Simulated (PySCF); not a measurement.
**Excitation energy of Al by level of theory**

Al [Ne] 3s2 3p1 (2P) → Al [Ne] 3s2 4s1 (2S), as a difference of total energies. Computed with PySCF 2.14 in aug-cc-pV(D+d)Z, with the non-relativistic Hamiltonian (point nucleus). Correlated levels: valence: [Ne] frozen. The calculations carry no spin-orbit coupling.

```
           method  excitation energy (eV)
              UHF                   3.084
              LDA                   3.142
              PBE                   3.181
             PBE0                   3.236
           r2SCAN                   3.393
          wB97X-V                   3.323
          r2SCANh                   3.388
            B97-3                   3.222
          LC-wPBE                   3.430
    MP2 (valence)                   3.090
SCS-MP2 (valence)                   3.089
```

Errors of the correlated levels include the incompleteness of this basis and the frozen core.

Problem. Which method comes closest to the reference value, and which is furthest?

Solution. The reference is 3.133 eV (measured; NIST levels, between the centres of gravity of the two terms). Closest: LDA (error 0.009 eV); furthest: LC-wPBE (error 0.297 eV).
